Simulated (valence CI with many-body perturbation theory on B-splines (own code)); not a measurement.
## Ladder of approximations for Ca15+

Calculated by valence CI with perturbative core correlation (CI+MBPT): three valence electrons over a frozen Dirac-Fock core [He], radial functions for each j: 11 s, 11 p, 9 d, 7 f, 5 g, 2 h, 1 i, with the one-electron correlation potential Σ1 (screened to all orders), the two-electron term Σ2, the three-electron term Σ3, Breit, model QED; selected single and double excitations, second order for the rest (own B-spline code, finite nucleus).

No measured spectrum was set against this ion. As an estimate, levels of excited configurations hold to 0.05 to 0.15 % of their energy, terms of the ground configuration to about 0.5 %.

Each rung adds one term. CI alone is the Dirac-Coulomb CI over the frozen core; QED comes last and gives the full result, which names the levels. Energies are above 2s²2p ²P°_1/2 on the same rung, in eV.

Names give the largest LS component (configuration and term), which can be under half, so a name can repeat, a term be missing and a line seem to break the LS rules; names also repeat where a configuration has a term twice.

| Level | CI alone | Σ1 | Σ2 | Σ3 | Breit | QED | Full |
| --- | --- | --- | --- | --- | --- | --- | --- |
| 2s²2p ²P°_3/2 | 4.72 | +0.009 | 0.000 | 0.000 | -0.202 | +0.011 | 4.54 |
| 2s2p² ⁴P_1/2 | 33.41 | -0.151 | -0.017 | +0.012 | +0.100 | -0.161 | 33.19 |
| 2s2p² ⁴P_3/2 | 35.28 | -0.146 | -0.018 | +0.012 | +0.017 | -0.156 | 34.99 |
| 2s2p² ⁴P_5/2 | 37.76 | -0.142 | -0.018 | +0.011 | -0.207 | -0.150 | 37.26 |
| 2s2p² ²D_3/2 | 59.92 | -0.142 | -0.072 | -0.023 | -0.080 | -0.156 | 59.45 |
| 2s2p² ²D_5/2 | 60.31 | -0.140 | -0.070 | -0.023 | -0.149 | -0.154 | 59.77 |
| 2s2p² ²S_1/2 | 73.79 | -0.144 | -0.110 | -0.046 | +0.132 | -0.163 | 73.46 |
| 2s2p² ²P_1/2 | 79.21 | -0.139 | -0.206 | -0.045 | -0.041 | -0.155 | 78.63 |
| 2s2p² ²P_3/2 | 80.89 | -0.140 | -0.299 | -0.043 | -0.154 | -0.155 | 80.10 |
| 2p³ ⁴S°_3/2 | 104.44 | -0.301 | -0.305 | -0.031 | +0.017 | -0.326 | 103.49 |
| 2p³ ²D°_3/2 | 117.36 | -0.298 | -0.236 | -0.030 | +0.093 | -0.327 | 116.56 |
| 2p³ ²D°_5/2 | 118.17 | -0.295 | -0.235 | -0.030 | -0.122 | -0.324 | 117.16 |
| 2p³ ²P°_1/2 | 131.34 | -0.285 | -0.230 | -0.038 | +0.081 | -0.316 | 130.55 |
| 2p³ ²P°_3/2 | 132.64 | -0.280 | -0.231 | -0.038 | -0.050 | -0.311 | 131.73 |
| 2s²3s ²S_1/2 | 545.85 | +0.262 | -0.047 | -0.030 | -0.356 | +0.060 | 545.74 |
| 2s²3p ²P°_1/2 | 561.90 | +0.227 | -0.048 | -0.030 | -0.295 | +0.008 | 561.76 |
| 2s²3p ²P°_3/2 | 563.22 | +0.229 | -0.049 | -0.030 | -0.358 | +0.012 | 563.02 |
| 2s²3d ²D_3/2 | 578.08 | +0.270 | -0.056 | -0.030 | -0.405 | +0.015 | 577.87 |
| 2s²3d ²D_5/2 | 578.45 | +0.270 | -0.056 | -0.030 | -0.416 | +0.016 | 578.24 |

The middle columns are the shifts that each term adds.

Task: How does the ionisation energy move along the ladder, and which term matters most?

Result: CI alone 973.93, + Σ1 974.23, + Σ2 974.17, + Σ3 974.14, + Breit 973.72, + QED 973.74 eV. The largest step is Breit, -0.42 eV. NIST lists 973.7 ± 0.3 eV (semi-empirical).
